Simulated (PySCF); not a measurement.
# Sn⁻ (tin, charge -1) across methods

[Kr] 4d10 5s2 5p3, high-spin 4S determinant. All numbers are calculated (PySCF 2.14, the spin-free X2C one-electron Hamiltonian (Gaussian nucleus), in x2c-QZVPPall with one added diffuse shell each of s, p, d, f type (14s10p8d5f1g, 128 functions)).

```csv
method,E (hartree),mean ε 5s α (eV),mean ε 5s β (eV),mean ε 5p α (eV),Σ⟨r²⟩ (bohr²),⟨S²⟩
r2SCAN,-6176.62,-5.682,-3.792,0.782,89.21,3.753
PBE0,-6176.26,-6.628,-4.558,0.270,89.61,3.751
UHF,-6173.86510,-10.259,-5.747,-1.589,88.69,3.755
wB97X-V,-6176.30,-9.249,-6.805,-1.369,88.07,3.753
LDA,-6170.62,-5.465,-4.285,0.889,92.18,3.751
PBE,-6176.19,-5.274,-3.919,0.955,92.70,3.751
r2SCANh,-6176.61,-6.193,-4.093,0.520,88.67,3.753
TPSSh,-6176.35,-5.864,-3.900,0.706,89.38,3.751
```

The highest occupied level is positive at r2SCAN, PBE0, LDA, PBE, r2SCANh, TPSSh: only the finite basis holds that electron, which in a density functional comes from self-interaction.
